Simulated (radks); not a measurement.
The numbers below are computed, except where a source is named.
Trend from Rb to Xe: ionisation energy by Delta-SCF between NIST ground configurations, and size. Code: a radial shooting solver on a logarithmic mesh with Libxc functionals. Model: non-relativistic Kohn-Sham, PBEsol, spin-polarised, spherical densities, point nucleus; open shells are filled with parallel spins first (spin-orbit coupling, left out, can overturn this in heavy ions).

| species | configuration | IE (eV) | NIST (eV) | kind | -e(HOMO) (eV) | outermost | <r> outermost (bohr) | r at 0.001 e/bohr^3 (bohr) |
|---|---|---|---|---|---|---|---|---|
| Rb | [Kr] 5s1 | 4.157 | 4.177 | exp. | 2.414 (5s) | 5s | 5.22 | 4.57 |
| Sr | [Kr] 5s2 | 5.585 | 5.695 | exp. | 3.487 (5s) | 5s | 4.38 | 5.30 |
| Zr | [Kr] 4d2 5s2 | 6.228 | 6.634 | exp. | 3.935 (5s) | 5s | 3.91 | 5.11 |
| Nb | [Kr] 4d4 5s1 | 6.836 | 6.759 | exp. | 3.927 (4d) | 5s | 3.69 | 4.76 |
| Mo | [Kr] 4d5 5s1 | 7.078 | 7.092 | exp. | 4.333 (5s) | 5s | 3.56 | 4.63 |
| Tc | [Kr] 4d5 5s2 | 6.600 | 7.119 | exp. | 4.117 (5s) | 5s | 3.62 | 4.80 |
| Ru | [Kr] 4d7 5s1 | 7.310 | 7.361 | exp. | 4.190 (4d) | 5s | 3.41 | 4.49 |
| Rh | [Kr] 4d8 5s1 | 7.345 | 7.459 | exp. | 4.409 (5s) | 5s | 3.36 | 4.41 |
| Pd | [Kr] 4d10 | 9.092 | 8.337 | exp. | 4.111 (4d) | 4d | 1.57 | 4.04 |
| Ag | [Kr] 4d10 5s1 | 7.368 | 7.576 | exp. | 4.352 (5s) | 5s | 3.28 | 4.28 |
| Cd | [Kr] 4d10 5s2 | 8.495 | 8.994 | exp. | 5.315 (5s) | 5s | 3.01 | 4.46 |
| In | [Kr] 4d10 5s2 5p1 | 5.606 | 5.786 | exp. | 2.877 (5p) | 5p | 3.67 | 4.69 |
| Sn | [Kr] 4d10 5s2 5p2 | 7.394 | 7.344 | exp. | 4.242 (5p) | 5p | 3.20 | 4.75 |
| Sb | [Kr] 4d10 5s2 5p3 | 9.030 | 8.608 | exp. | 5.535 (5p) | 5p | 2.88 | 4.69 |
| Te | [Kr] 4d10 5s2 5p4 | 8.710 | 9.010 | exp. | 5.294 (5p) | 5p | 2.71 | 4.63 |
| I | [Kr] 4d10 5s2 5p5 | 10.626 | 10.451 | exp. | 6.831 (5p) | 5p | 2.50 | 4.53 |
| Xe | [Xe] | 12.408 | 12.130 | exp. | 8.295 (5p) | 5p | 2.33 | 4.43 |

Reference values: NIST Atomic Spectra Database (exp. = measured, semi-emp. = semi-empirical, theory = theoretical value adopted there). Relativity is left out here, which matters for elements this heavy. Open shells are spherical and high-spin; term and fine-structure splittings are not resolved.
